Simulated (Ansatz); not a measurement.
Compare A (`[OH][GeH]([F])[GeH3]`) with its isomer B (`[F][GeH2][O][GeH3]`).

Computed with Ansatz on PBE0-D4/def2-TZVP structures; ΔE is electronic, products minus reactants. CCSD(T)/CBS adds triple-zeta CCSD(T) − MP2 to the extrapolated MP2 energy (def2 sets, frozen cores). Functionals use def2-TZVPP. For Ge outer-core shells are correlated without core-valence functions, which leaves a few kJ/mol of doubt a bond. Scalar relativity is left out up to krypton. Each species was taken in one conformer, which may not be the lowest.

(1) Which isomer does CCSD(T)/CBS put lower? Give the gap. (Best estimate.)

(2) Give E(B) − E(A) in kJ/mol with PBE-D4, B2PLYP, PBE0-D4, ωB97M-V, CCSD(T)/def2-TZVPP, CCSD/def2-TZVPP, r2SCAN-D4. (Best estimate.)

Largest T1 diagnostic: 0.012.

Results:

(1) The calculation gave: B, by 4.3 kJ/mol.

(2) Ansatz gave: PBE-D4 12.7, B2PLYP -6.7, PBE0-D4 7.1, ωB97M-V -3.0, CCSD(T)/def2-TZVPP -8.7, CCSD/def2-TZVPP -9.6, r2SCAN-D4 0.2. The order is the other way round with PBE-D4, PBE0-D4.

In def2-TZVPP, CCSD(T) changes the Hartree–Fock value by +18.7 kJ/mol (the triples alone add +0.9 kJ/mol) and MP2 by +16.2 kJ/mol. From PBE to PBE0 (25 % exact exchange), in def2-TZVPP and without D4, E(B) − E(A) moves by −5.7 kJ/mol.
